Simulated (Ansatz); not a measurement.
`[NH2][Cd][F]` and `[NH2][Cd][OH]` differ in one atom or group.

Ansatz, PBE0-D4/def2-TZVP geometries, multiplicity 1. Each molecule was computed in one conformer, which needn't be the lowest.

Elements past krypton have def2 core potentials. Outer-core shells of Cd are correlated without core-valence functions. Spin–orbit coupling is left out.

```
                                            property  `[NH2][Cd][F]`
                 HOMO–LUMO gap (PBE/def2-TZVPP) / eV            3.89
vertical ionisation energy (CCSD(T)/def2-TZVPP) / eV            9.78
               HOMO energy (ωB97M-V/def2-TZVPP) / eV           -9.80
                HOMO–LUMO gap (PBE0/def2-TZVPP) / eV            6.12
                   LUMO energy (PBE/def2-TZVPP) / eV           -2.25
               LUMO energy (ωB97M-V/def2-TZVPP) / eV            0.30
```

(1) Give the same properties after the change, and the shifts. (Best estimate.)

Answers

(1) Computed: 
```tsv
property	`[NH2][Cd][OH]`	shift
HOMO–LUMO gap (PBE/def2-TZVPP) / eV	3.92	0.03
vertical ionisation energy (CCSD(T)/def2-TZVPP) / eV	9.32	-0.46
HOMO energy (ωB97M-V/def2-TZVPP) / eV	-9.40	0.40
HOMO–LUMO gap (PBE0/def2-TZVPP) / eV	6.08	-0.04
LUMO energy (PBE/def2-TZVPP) / eV	-1.83	0.42
LUMO energy (ωB97M-V/def2-TZVPP) / eV	0.59	0.29
```

The zero-point energy changes by 28.8 kJ/mol with +3 modes.
